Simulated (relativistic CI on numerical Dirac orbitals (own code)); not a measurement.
Calculated at this level of theory: Dirac-Coulomb-Breit CI, orbitals from a KLI potential per configuration, QED by a radiative potential, unscaled Slater integrals (own radial code, finite nucleus).

The strongest absorption lines from the ground level of an ion, among the configurations computed and to levels below about 12800 eV (vacuum wavelength in nm, gf): 0.09662 (0.09), 0.09969 (0.26), 0.11019 (0.5), 0.12387 (0.28), 0.12751 (0.85), 0.12828 (0.55), 0.14429 (2.3), 0.15810 (0.15).

**Question.** Which ion is it?
A. Pb72+
B. Hf62+
C. Hf60+
D. Hf64+

**Answer.** B. Hf62+ has 10 electrons and the ground level 2s²2p⁶ ¹S0; the strongest line goes to 2s²2p⁵3d ¹P°1. The pattern of lines fixes the number of electrons, and along that sequence the line energies rise steadily with the charge (about as its square where n changes within one kind of shell, about linearly where n is kept but much faster in heavy ions where fine structure, which grows about as Z⁴, sets the gap, and irregularly where shells cross), which fixes Z. Configurations outside the model, such as inner-shell arrays, can give stronger lines. At this charge energies of transitions that change n are usually good to better than 1 %, and those within a shell (Δn = 0) to a few per cent.

LS names give the leading component of a level, which can be under half, so a name can repeat, a term be missing and a line seem to break the LS rules.
